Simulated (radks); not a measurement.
Pm XXII, configuration [Kr] 4d4.

Method: Dirac Kohn-Sham, PBE, spin-unpolarised, spherical densities, finite nucleus; open shells fill j = l - 1/2 first; Fermi nuclear charge, rms radius 4.962 fm; computed with a radial shooting solver on a logarithmic mesh with Libxc functionals.

Energy parts (eV):
| part | energy |
|---|---|
| total | -267882.85 |
| kinetic | 290094.36 |
| electron-nucleus | -631697.99 |
| Hartree | 79380.66 |
| exchange-correlation | -5659.87 |

Orbitals (lengths in bohr, moments of r in powers of bohr; <r^-3> diverges for s and p1/2):
orbital,occ.,eigenvalue (eV),<r^4>,<r^-3>
1s1/2,2,-45562.89,1.418e-06,-
2s1/2,2,-7897.723,0.0002284,-
2p1/2,2,-7511.083,0.0001425,-
2p3/2,4,-6950.652,0.0001821,8414
3s1/2,2,-2166.801,0.008866,-
3p1/2,2,-2001.740,0.008114,-
3p3/2,4,-1887.669,0.009718,1765
3d3/2,4,-1602.428,0.007108,293.9
3d5/2,6,-1577.583,0.007514,264.5
4s1/2,2,-837.5601,0.1717,-
4p1/2,2,-772.0230,0.1843,-
4p3/2,4,-742.2304,0.2120,467.2
4d3/2,4,-633.1952,0.2389,72.06
4d5/2,0,-627.1672,0.2482,64.65
5s1/2,0,-433.9726,1.814,-
5p1/2,0,-405.9032,2.042,-
5p3/2,0,-395.0047,2.267,172.5

The highest occupied level is 4d3/2 at -633.20 eV. Summed over all electrons, <r^2> = 5.898 bohr^2, which gives a Langevin (diamagnetic) susceptibility term of -4.67 x 10^-6 cm^3/mol. For comparison, the ionisation energy in NIST's Atomic Spectra Database is 651 eV (theoretical). In exact Kohn-Sham theory the highest level is minus the ionisation energy, but local and semilocal functionals leave it too shallow, through self-interaction and a potential that decays too fast; potentials with the right tail come closer. The electron density at the nucleus is 4.928e+05 e/bohr^3.

Beside tabulated values, note that spin-unpolarised runs miss the spin-polarisation part of the exchange energy of open shells.
